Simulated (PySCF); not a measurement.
C4H5FO, SMILES C1(C)=C(F)CO1. Geometry: PBE-D3(BJ)/def2-SVP.

Computed equilibrium geometry at PBE-D3(BJ)/def2-SVP (PySCF confirms it by a frequency run) as a Z-matrix, and its point group:
point group Cs.
```
C
C 1 1.3537
F 2 1.3339 1 136.91
O 1 1.4143 2 95.17 3 180.00
C 4 1.4700 1 88.58 2 0.00
H 5 1.1102 4 110.84 1 118.42
H 5 1.1102 6 110.56 4 -123.32
C 1 1.4769 2 142.44 3 0.00
H 8 1.1062 1 110.10 2 0.00
H 8 1.1105 9 108.67 1 121.74
H 8 1.1105 9 108.67 10 116.51
```
